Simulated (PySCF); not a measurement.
H4P2. Atoms are numbered in the order given.

```xyz
6

P     -1.1119    -0.1310     0.0000
P      1.1119     0.1310     0.0000
H     -1.3143     0.8310     1.0235
H     -1.3143     0.8310    -1.0235
H      1.3143    -0.8310     1.0235
H      1.3143    -0.8310    -1.0235
```
Charge 0, spin multiplicity 1.

The structure is a stationary point at TPSSh-D3(BJ)/def2-TZVP.

Level of theory: PBE/pcSseg-2 (PySCF).

GIAO shieldings, no solvent; atoms alike by connectivity are averaged. δ = σ(ref) − σ: ³¹P against PH3 (σ = 572.3 ppm); ¹H against TMS (σ = 31.47 ppm), references at their B3LYP-D3(BJ)/def2-TZVP geometries, non-relativistic.

```tsv
nucleus	atoms	count	δ (ppm)
³¹P	P1, P2	2	61.6
¹H	H3, H4, H5, H6	4	2.66
```
